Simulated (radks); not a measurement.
Results of a calculation; reference values are marked as such.
All-electron atom: Hf16+ in [Kr] 4d10 4f10 (the NIST ground configuration). Code: a radial shooting solver on a logarithmic mesh with Libxc functionals. Model: Dirac Kohn-Sham, PBE, spin-unpolarised, spherical densities, point nucleus; open shells fill j = l - 1/2 first.

Radial electron density D(r) = 4 pi r^2 rho(r):

```
   r/bohr * D(r) (the largest magnitude, 131, reaches the edge; | marks zero)
 0.001308 |   *
 0.001676 |     *
 0.002165 |        *
 0.002775 |            *
 0.003556 |                 *
 0.004593 |                      *
 0.005886 |                             *
 0.007604 |                                   *
 0.009744 |                                        *
  0.01259 |                                          *
  0.01613 |                                         *
  0.02083 |                                      *
   0.0267 |                                     *
  0.03449 |                                         *
   0.0442 |                                                 *
  0.05709 |                                                      *
  0.07316 |                                                  *
  0.09375 |                                           *
   0.1211 |                                           *
   0.1552 |                                                 *
   0.2005 |                                           *
   0.2569 |                            *
   0.3318 |                        *
   0.4252 |                            *
   0.5493 |                      *
   0.7039 |           *
   0.9093 |  *
    1.165 |*
    1.505 *
    1.929 *
```

D(r) has 4 maxima, at r = 0.0130, 0.0585, 0.163, 0.436 bohr, and minima at 0.0252, 0.106, 0.311 bohr, inside which lie 2.01, 11.13, 29.90 electrons.
